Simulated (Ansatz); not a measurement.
Molecule: sum formula AlO2FH2, net charge 0, singlet state. SMILES: [OH][Al]([OH])[F]
Geometry from a B3LYP-D3(BJ)/def2-TZVP (Ansatz, an electronic-structure program) optimisation:
```xyz
6

O      1.5620    -0.5789     0.2039
Al    -0.0017     0.0185    -0.0024
O     -1.4285    -0.8808    -0.0113
F     -0.1500     1.6403    -0.2164
H      1.7945    -1.4974     0.3376
H     -1.4904    -1.8289     0.1012
```
Charge 0, spin multiplicity 1.

Parts of the frozen-core correlation energy in STO-3G (Ansatz, hartree). Frozen orbitals: 8; correlated occupied orbitals by spin: 12 and 12; virtual: 6 and 6. Spin-orbit coupling is left out. No relativistic terms.

```tsv
term	value
reference (HF)	-485.99446
MP2 opposite-spin	-0.08793
MP2 same-spin	-0.01853
CCSD correlation	-0.13019
(T)	-0.00617
T1 diagnostic	0.016
largest doubles amplitude	0.046
```
